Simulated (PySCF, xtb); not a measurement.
C₂H₉BO₂Si, SMILES C[SiH2]CB(O)O. Other conformers were not sampled.

Harmonic wavenumbers (cm⁻¹) from GFN2-xTB (xtb 6.7.1) at its own minimum, in rising order: 31, 56, 110, 146, 190, 332, 403, 449, 476, 545, 549, 575, 658, 699, 747, 776, 789, 814, 826, 844, 926, 971, 1019, 1131, 1226, 1317, 1372, 1483, 1487, 1491, 2186, 2200, 2972, 2987, 3026, 3036, 3046, 3655, 3661.

Task: What does B3LYP-D3(BJ)/def2-SVP (PySCF) give at its own minimum? (An estimate is asked for; the answer gives what the named calculation found.)

Result: 31, 76, 127, 169, 222, 361, 449, 479, 489, 552, 586, 603, 650, 684, 768, 818, 822, 887, 906, 960, 985, 1007, 1025, 1077, 1273, 1338, 1422, 1438, 1441, 1466, 2199, 2203, 3028, 3032, 3086, 3114, 3129, 3888, 3892. Paired by order, the mean absolute difference is 48 cm⁻¹ and the zero-point energies are 70.3 and 72.5 kcal/mol.
